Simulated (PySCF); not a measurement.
## Trend along the alkali metals: MNa molecules

CCSD(T) with double-zeta basis sets in PySCF, for the lowest determinant that a PBE0 search found; no spin–orbit coupling. De refers to high-spin ground-configuration atoms.

```csv
M,basis,"reference, frozen orbitals",state (unpaired electrons),Re (Å),ωe (cm⁻¹),De (eV)
Li,jorge-DZP-DKH,"RHF, 1",singlet (closed shell),2.927,249,0.86
Na,x2c-SVPall,"RHF, 2",singlet (closed shell),3.215,150,0.69
K,def2-SVPD,"RHF, 6",singlet (closed shell),3.649,116,0.62
Rb,def2-SVP,"RHF, 1",singlet (closed shell),3.743,99.4,0.54
Cs,def2-SVP,"RHF, 1",singlet (closed shell),3.969,93.1,0.54
```

The shortest bond is that of NaLi (2.927 Å), the longest that of CsNa (3.969 Å).

The rows differ in basis set, which adds steps of its own.

Down a group the atoms grow and get heavier, so bonds lengthen and wavenumbers fall; this series shows no clear exception.

Correlated steps freeze the inner cores (1 to 6 orbitals); shallow outer-core shells are correlated. Correlated levels converge slowly with the basis: in double zeta they bind strong bonds too weakly, by up to about 1 eV, and carry superposition errors of some tenths. Spin–orbit coupling is left out. Where the molecule has an RHF reference, its open-shell atoms are computed with UHF.
